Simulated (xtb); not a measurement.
I₃Sn, doublet, geometry from GFN2-xTB (such geometries of metal compounds can be far from the true shape) (the spin is typed, not shown lowest), atoms displaced at random by about 0.1 Å a coordinate; GFN2-xTB (xtb 6.7.1).

Here is a job for xtb.
```
$ xtb mol.xyz --gfn 2 --uhf 1 --opt loose --json

# file mol.xyz
4

Sn     0.04930335     0.62333712     0.69225914
I      2.34061877    -0.64561586    -0.53235642
I     -0.99801204    -1.25634881     2.09760042
I     -1.70822535     1.32414079    -1.59556931
```

It wrote (shortened):

```
   ID    Z sym.   atoms
    1   50 Sn     1
    2   53 I      2-4

           -------------------------------------------------
          |                Calculation Setup                |
           -------------------------------------------------

           -------------------------------------------------
          |                 G F N 2 - x T B                 |
           -------------------------------------------------

          ...................................................
          :                      SETUP                      :
          :.................................................:
          :  # basis functions                  40          :
          :  # atomic orbitals                  36          :
          :  # shells                           12          :
          :  # electrons                        25          :
          :  max. iterations                   250          :
          :  Hamiltonian                  GFN2-xTB          :
          :  restarted?                      false          :
          :  GBSA solvation                  false          :
          :  PC potential                    false          :
          :  electronic temp.          300.0000000     K    :
          :  accuracy                    1.0000000          :
          :  -> integral cutoff          0.2500000E+02      :
          :  -> integral neglect         0.1000000E-07      :
          :  -> SCF convergence          0.1000000E-05 Eh   :
          :  -> wf. convergence          0.1000000E-03 e    :
          :  Broyden damping             0.4000000          :
          :  net charge                          0          :
          :  unpaired electrons                  1          :
          ...................................................

 iter      E             dE          RMSdq      gap      omega  full diag
   1     -9.8113549 -0.981135E+01  0.294E+01    2.85       0.0  T
   2     -6.3925847  0.341877E+01  0.587E+01    2.43       1.0  T
   3    -12.0442625 -0.565168E+01  0.241E+01    7.53       1.0  T
   4    -12.9372753 -0.893013E+00  0.149E+01    6.77       1.0  T
   5    -13.2718489 -0.334574E+00  0.111E+01    6.30       1.0  T
   6    -13.5726786 -0.300830E+00  0.684E+00    5.74       1.0  T
   7    -13.6869230 -0.114244E+00  0.474E+00    5.43       1.0  T
   8    -13.6896972 -0.277423E-02  0.398E+00    5.47       1.0  T
   9    -13.7200700 -0.303728E-01  0.267E+00    5.41       1.0  T
[...]
         :: total energy             -13.718295353643 Eh    ::
 * total energy  :   -13.7182954 Eh     change       -0.3843859E-10 Eh
 * total energy  :   -13.7224088 Eh     change       -0.4113494E-02 Eh
 * total energy  :   -13.7256794 Eh     change       -0.3270581E-02 Eh
 * total energy  :   -13.7172014 Eh     change        0.8478015E-02 Eh
 * total energy  :   -13.7296638 Eh     change       -0.1246241E-01 Eh
 * total energy  :   -13.7280425 Eh     change        0.1621326E-02 Eh
 * total energy  :   -13.7304390 Eh     change       -0.2396486E-02 Eh
 * total energy  :   -13.7304697 Eh     change       -0.3067337E-04 Eh
   *** GEOMETRY OPTIMIZATION CONVERGED AFTER 8 ITERATIONS ***
         :: total energy             -13.730469661065 Eh    ::
[...]
       ...                                ...                  ...
        36                          0.9595114              26.1096
      -------------------------------------------------------------
                  HL-Gap            0.1970490 Eh            5.3620 eV
             Fermi-level           -0.3747563 Eh          -10.1976 eV

     #   Z          covCN         q      C6AA      α(0)
     1  50 Sn       2.587     0.450   375.705    38.475
     2  53 I        0.865    -0.149   382.861    33.778
     3  53 I        0.864    -0.151   382.962    33.783
     4  53 I        0.864    -0.150   382.873    33.779

 Mol. C6AA /au·bohr⁶  :       6081.570736
 Mol. C8AA /au·bohr⁸  :     606307.024760
 Mol. α(0) /au        :        139.814086

Wiberg/Mayer (AO) data.
largest (>0.10) Wiberg bond orders for each atom

 ---------------------------------------------------------------------------
     #   Z sym  total        # sym  WBO       # sym  WBO       # sym  WBO
 ---------------------------------------------------------------------------
     1  50 Sn   2.677 --     2 I    0.895     4 I    0.894     3 I    0.889
     2  53 I    1.204 --     1 Sn   0.895     3 I    0.155     4 I    0.154
     3  53 I    1.200 --     1 Sn   0.889     4 I    0.156     2 I    0.155
     4  53 I    1.204 --     1 Sn   0.894     3 I    0.156     2 I    0.154
 ---------------------------------------------------------------------------

Topologies differ in total number of bonds
Writing topology from bond orders to xtbtopo.mol

molecular dipole:
                 x           y           z       tot (Debye)
 q only:        0.206       0.643       0.418
   full:        0.528       1.673       1.114       5.281
molecular quadrupole (traceless):
                xx          xy          yy          xz          yz          zz
 q only:       -2.695       1.766       2.874       1.288       4.354      -0.179
  q+dip:       -7.499       4.979       7.975       3.505      11.935      -0.477
   full:       -8.421       5.692       9.060       3.966      13.399      -0.639

optimized geometry written to: xtbopt.xyz

           -------------------------------------------------
          | TOTAL ENERGY              -13.730469661065 Eh   |
          | GRADIENT NORM               0.000798662572 Eh/α |
          | HOMO-LUMO GAP               5.361974947651 eV   |
           -------------------------------------------------

normal termination of xtb
```
